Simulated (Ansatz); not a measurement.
Wavefunction ladder for Cl₂HSeSi, SMILES `Cl[Si](Cl)[SeH]` radical

```xyz
5

Cl    0.187   -0.020   -2.108
Si   -0.557   -0.430   -0.235
Cl   -2.345    0.546    0.012
Se    0.790    0.340    1.427
H     1.926   -0.434    0.904
```

Total charge 0; spin multiplicity 2. Correlated methods include outer-core shells of Se, which these sets cover unevenly. Scalar relativity is left out up to krypton. The structure was optimised at the PBE0-D4/def2-TZVP level. It is one conformer, not always the lowest. Frozen core, unrestricted reference, Ansatz 0.2.0.

```json
{"basis": "def2-SVP", "HF (Eh)": "-3607.77204", "MP2 corr.": "-0.57330", "CCSD corr.": "-0.60731", "(T)": "-0.01576", "CCSD(T) total": "-3608.39511"}
{"basis": "def2-TZVPP", "HF (Eh)": "-3608.49492", "MP2 corr.": "-0.74322", "CCSD corr.": "-0.78504", "(T)": "-0.03436", "CCSD(T) total": "-3609.31432"}
{"basis": "def2-QZVPP", "HF (Eh)": "-3608.57664", "MP2 corr.": "-1.09542", "CCSD corr.": "–", "(T)": "–", "CCSD(T) total": "–"}
```
